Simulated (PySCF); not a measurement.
**Correlation energy of S⁺ (sulfur, charge +1)**

[Ne] 3s2 3p3, high-spin 4S determinant. All numbers are calculated (PySCF 2.14, the spin-free X2C one-electron Hamiltonian (Gaussian nucleus), in Sapporo-DZP-2012 (5s4p2d, 27 functions)). Frozen: [Ne]; 5 electrons correlated.

MP2 pair energies summed by pair of shells (mhartree):

```tsv
pair	energy	share (%)
3s-3p	-45.78	64.9
3p-3p	-17.52	24.8
3s-3s	-7.24	10.3
```

Total MP2 correlation energy: -70.54 mhartree.

Same-spin part -19.41 and opposite-spin part -51.13 mhartree; SCS-MP2 scales them by 1/3 and 6/5 to -67.83 mhartree.

```csv
level,correlation energy (mhartree)
CCSD,-91.14
(T),-1.08
CCSD(T),-92.22
```

Diagnostics: T1 = 0.0016, D1 = 0.0049, largest double amplitude 0.067.

Problem. Is a single reference adequate?

Solution. Yes: T1 lies below 0.03 and no double amplitude reaches 0.07.
